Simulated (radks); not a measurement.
Results of a calculation; reference values are marked as such.
Question: Spherical quantum dot in the effective-mass picture: electrons in a hard-walled sphere of radius 2.79, with a point charge +2 (a donor) at the centre, all in effective atomic units (hartree* = m*/eps^2 hartree, bohr* = eps/m* bohr), one dielectric constant everywhere. Level of theory: non-relativistic Kohn-Sham, LDA (Slater exchange, Perdew-Wang correlation), spin-polarised, spherical densities (a radial shooting solver with Libxc functionals). Levels are named by radial order and angular momentum (1s, 1p, 1d, 2s, ...), and open shells are averaged over m. Results are scaled to m* = 0.118 and eps = 6, for which hartree* = 89.19 meV and bohr* = 2.691 nm. At N = 5 the configuration is 1s2 1p(up 3, down 0). Does electron 6 go into 2s down or 2s up or 1p down?

Answer: Into 1p down. The total energies of the other choices lie higher by 25.7 meV (2s up), 34.2 meV (2s down).
